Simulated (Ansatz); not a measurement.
Species: YF₂, charge 0, multiplicity 2. The spin state was set by rule; other spins were not relaxed. 
Coordinates optimised at B3LYP-D3(BJ)/def2-TZVP (Ansatz, a quantum-chemistry and plane-wave program):
```
Y
F 1 1.9800
F 1 1.9800 2 116.49
```
Charge 0, spin multiplicity 2.

Dipole moments at this geometry, in debye (magnitudes).

```csv
level,program,dipole (D)
PBE/def2-TZVPD,Ansatz,2.85
BLYP/def2-TZVPD,Ansatz,2.99
PBE0/def2-TZVPD,Ansatz,2.90
r2SCANh/def2-TZVPD,Ansatz,3.14
r2SCAN0/def2-TZVPD,Ansatz,?
LC-wPBE/def2-TZVPD,Ansatz,2.48
wB97M-V/def2-TZVPD,Ansatz,3.03
wB97X-V/def2-TZVPD,Ansatz,2.62
CCSD(T)/def2-SVPD,Ansatz,?
```

Q: Some entries are withheld; supply them.

A: 
- r2SCAN0/def2-TZVPD, dipole (D): 3.16
- CCSD(T)/def2-SVPD, dipole (D): 2.34
